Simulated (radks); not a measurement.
The numbers below are computed, except where a source is named.
Initial-state core-level shifts of the zinc ion Zn3+ when its valence configuration changes from [Ar] 3d9. Code: a radial shooting solver on a logarithmic mesh with Libxc functionals. Model: Dirac Kohn-Sham, PBE, spin-unpolarised, spherical densities, finite nucleus; open shells are shared between the two j in proportion to 2j + 1; Fermi nuclear charge, rms radius 3.9283 fm. Shifts are changes of the shell-averaged eigenvalues in eV (positive: less bound); the change of the density at the nucleus, which sets a Mossbauer isomer shift, is in e/bohr^3, on a base of 2.507e+04.

\begin{tabular}{lrrrrr}
valence & 1s & 2s & 2p & 3s & density at nucleus \\ \hline
3d7 4p2 & -23.841 & -26.205 & -25.997 & -21.924 & +9.437 \\
3d6.5 4s0.5 4p2 & -29.718 & -32.806 & -32.547 & -27.022 & +24.169 \\
3d8.5 4s0.5 & -4.853 & -5.395 & -5.349 & -4.542 & +11.464 \\
3d8 4p1 & -11.442 & -12.523 & -12.424 & -10.711 & +4.202 \\
3d8 4s1 & -9.993 & -11.122 & -11.028 & -9.266 & +24.132 \\
3d8.5 4p0.5 & -5.594 & -6.109 & -6.061 & -5.282 & +1.972 \\
3d7 4s2 & -21.091 & -23.518 & -23.327 & -19.185 & +53.215 \\
3d7 4s1 4p1 & -22.482 & -24.877 & -24.678 & -20.569 & +31.619 \\
\end{tabular}
